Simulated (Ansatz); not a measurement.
Mulliken charges of ClGeH6NSi, SMILES `Cl[SiH2][NH][GeH3]` from PBE/def2-TZVPP in Ansatz (PBE0-D4/def2-TZVP geometry).

| atom | x (Å) | y (Å) | z (Å) | charge (e) |
| --- | --- | --- | --- | --- |
| Cl1 | 0.440 | 1.100 | -2.606 | -0.248 |
| Si2 | -0.425 | 1.286 | -0.734 | 0.407 |
| N3 | -0.678 | -0.198 | 0.058 | -0.344 |
| Ge4 | 0.610 | -1.207 | 0.918 | 0.184 |
| H5 | 0.520 | 2.097 | 0.063 | -0.060 |
| H6 | -1.723 | 1.962 | -0.954 | -0.059 |
| H7 | -1.510 | -0.709 | -0.196 | 0.135 |
| H8 | 1.757 | -0.240 | 1.235 | 0.005 |
| H9 | 1.099 | -2.355 | 0.017 | -0.010 |
| H10 | -0.006 | -1.787 | 2.201 | -0.010 |

Question: By hand: the dipole of these point charges (1 e Å = 4.8032 D).

Answer: Σ q r = (-0.072, -0.200, 0.507) e Å, of length 0.550 e Å = 2.64 D.

Question: How does the dipole of the full density compare? (An estimate is asked.)

Answer: Computed: (-0.168, -0.246, 0.312) e Å, 2.07 D; the point charges give 1.28 times that, at 22° from its direction.

Point charges leave out the atoms' own dipoles, such as those of lone pairs, and Mulliken's split depends on the basis, so the two needn't agree.
